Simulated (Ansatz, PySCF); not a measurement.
Si(H)(F)2(OMe) (CH4F2OSi), SMILES CO[SiH](F)F.

Geometry: r2SCAN-D4/def2-SVP. The values are those of a single conformer.

Vertical ionisation energy (IE) and electron affinity (EA) in eV. Rows of orbital energies are one-electron estimates. Where ΔSCF, EOM or ADC give a negative EA the extra electron is unbound and the value depends on the basis.

```
level                                                                        IE     EA
------------------------------------------------------------------------  -----  -----
−ε(HOMO), −ε(LUMO), ωB97X/def2-TZVP (PySCF)                               11.59  -3.20
−ε(HOMO), −ε(LUMO), PBE/def2-TZVP (PySCF)                                  7.45  -0.21
ΔSCF, CAM-B3LYP/def2-SVPD (Ansatz), final states of multiplicity 2 and 2  11.80  -1.69
ΔSCF, PBE/def2-SVPD (Ansatz), final states of multiplicity 2 and 2        11.29  -1.43
```

Question: What vertical singlet–triplet gap does ΔSCF give with CAM-B3LYP/def2-SVPD (Ansatz, a first-principles code) and with PBE/def2-SVPD (Ansatz)? (Estimate from the structure and the level; the computed values follow.)

Answer: 8.37 and 7.70 eV (triplet above singlet where positive).
